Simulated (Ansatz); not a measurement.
A run for Ansatz (a quantum-chemistry and plane-wave program): U-CCSD(T)/def2-TZVPP on BeO+, 2S+1 = 2, a spin state set in the input, which need not be the lowest, a point of a bond scan (R = 1.422 Å). Charge +1.

Ansatz 0.2 input:
```yaml
crystal:
  periodic: [false, false, false]
  atoms:
    - {symbol: Be, position_ang: [0.00000000, 0.00000000, 0.00000000]}
    - {symbol: O, position_ang: [0.00000000, 0.00000000, 1.42238500]}
basis:
  gaussian:
    orbitals: def2-TZVPP
total_charge: 1
magnetization: {spin_polarized: true, initial_magnetization: 1}
correlation: {method: ccsd_t, electrons: valence}
output: {orbitals: {seedname: ./end}}
```

Program output:

```
WARN ansatz: RAYON_NUM_THREADS=2 ignored (pool sized by the plan → 2); use --threads N
Functional definition: HF
integrals: 0.02 GiB planned
357 factors; integrals over basis functions are off by at most 1.3e-3 eV
mean field: 0.07 GiB planned
mean field evaluation 1: about -2420.3632 eV, gradient 4.1e1 eV
mean field evaluation 2: about -2420.3659 eV, gradient 4.1e1 eV
mean field evaluation 4: about -2426.2056 eV, gradient 1.6e0 eV
mean field evaluation 8: about -2426.2298 eV, gradient 2.3e-3 eV
mean field evaluation 16: about -2426.2241 eV, gradient 1.6e-1 eV
mean field evaluation 32: about -2424.7539 eV, gradient 4.3e-5 eV
mean field evaluation 64: about -2426.2182 eV, gradient 8.7e-1 eV
mean field evaluation 96: about -2425.7063 eV, gradient 4.4e0 eV
mean field evaluation 128: about -2424.0610 eV, gradient 9.0e-2 eV
mean field evaluation 160: about -2423.0983 eV, gradient 1.6e-4 eV
mean field evaluation 192: about -2426.2298 eV, gradient 1.2e-2 eV
mean field evaluation 224: about -2424.7538 eV, gradient 5.2e-2 eV
mean field evaluation 256: about -2420.5861 eV, gradient 9.5e-2 eV
mean field evaluation 288: about -2419.6515 eV, gradient 8.4e-3 eV
mean field evaluation 320: about -2418.2155 eV, gradient 1.5e0 eV
mean field evaluation 352: about -2420.9628 eV, gradient 8.4e0 eV
mean field evaluation 384: about -2422.1833 eV, gradient 1.7e1 eV
mean field evaluation 416: about -2420.7646 eV, gradient 1.6e1 eV
mean field evaluation 448: about -2421.6281 eV, gradient 1.0e-3 eV
mean field evaluation 480: about -2418.9749 eV, gradient 9.0e-4 eV
mean field evaluation 512: about -2424.7272 eV, gradient 9.4e-1 eV
mean field evaluation 544: about -2423.9497 eV, gradient 4.1e0 eV
mean field -2426.22977648 eV, -89.1622997280 hartree, gradient 4.1e-6 eV, S^2 0.758753; 11 other end points of the search recorded, 0 dependent functions left out
determinant -2426.22977648 eV, -89.1622997280 hartree, with singles and doubles -2432.93664161 eV, -89.4087724755 hartree
determinant -2424.75387010 eV, -89.1080611689 hartree, with singles and doubles -2431.58133511 eV, -89.3589658801 hartree
determinant -2424.06111049 eV, -89.0826027229 hartree, with singles and doubles -2429.25567131 eV, -89.2734993119 hartree
determinant -2423.09829492 eV, -89.0472199034 hartree, with singles and doubles -2428.60878200 eV, -89.2497265685 hartree
1 core orbitals not correlated
reference -2426.22977648 eV, -89.1622997280 hartree; 5, 4 occupied and 44, 45 virtual orbitals, 357 factors
second order -6.31272101 eV of doubles, -0.00000000 eV of singles
coupled cluster: 0.11 GiB planned
cycle   1  -6.69542475 eV  change   -7.1e-1 eV  update   2.2e-2
cycle   2  -6.71575539 eV  change   -2.0e-2 eV  update   5.8e-3
cycle   3  -6.71763045 eV  change   -1.9e-3 eV  update   3.5e-3
cycle   4  -6.71876097 eV  change   -1.1e-3 eV  update   1.2e-3
cycle   5  -6.71897295 eV  change   -2.1e-4 eV  update   5.2e-4
cycle   6  -6.71928250 eV  change   -3.1e-4 eV  update   2.6e-4
cycle   7  -6.71943088 eV  change   -1.5e-4 eV  update   1.2e-4
cycle   8  -6.71944092 eV  change   -1.0e-5 eV  update   5.4e-5
cycle   9  -6.71943910 eV  change    1.8e-6 eV  update   2.2e-5
cycle  10  -6.71943690 eV  change    2.2e-6 eV  update   7.9e-6
perturbative correction -0.18316027 eV, -0.0067310158 hartree
Total energy: -2433.13237365 eV, -89.4159654953 hartree
```

The run converged.

Cost: very roughly 6 core-seconds.
